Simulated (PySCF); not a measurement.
C₅H₅F, SMILES C1C(F)=CC=C1. Heavy atoms are numbered as in [F:1][C:2]1=[CH:3][CH:4]=[CH:5][CH2:6]1. Hydrogens are named by the atom that carries them.

Coordinates come from a B3LYP-D3(BJ)/def2-SVP optimisation. One conformer was computed; it need not be the lowest.

Computed with B3LYP/pcSseg-1 run with PySCF.

GIAO shieldings, no solvent; atoms alike by connectivity are averaged. δ = σ(ref) − σ: ¹⁹F against CFCl3 (σ = 161.7 ppm); ¹³C against TMS (σ = 181.3 ppm); ¹H against TMS (σ = 31.68 ppm), references at their B3LYP-D3(BJ)/def2-TZVP geometries, non-relativistic.

Computed chemical shifts:
| nucleus | atoms | count | δ (ppm) |
|---|---|---|---|
| ¹⁹F | F1 | 1 | -127.0 |
| ¹³C | C2 | 1 | 184.6 |
| ¹³C | C4 (CH) | 1 | 143.0 |
| ¹³C | C5 (CH) | 1 | 130.4 |
| ¹³C | C3 (CH) | 1 | 115.6 |
| ¹³C | C6 (CH2) | 1 | 43.4 |
| ¹H | H on C4 | 1 | 6.72 |
| ¹H | H on C5 | 1 | 6.15 |
| ¹H | H on C3 | 1 | 6.08 |
| ¹H | H on C6 | 2 | 3.26 |
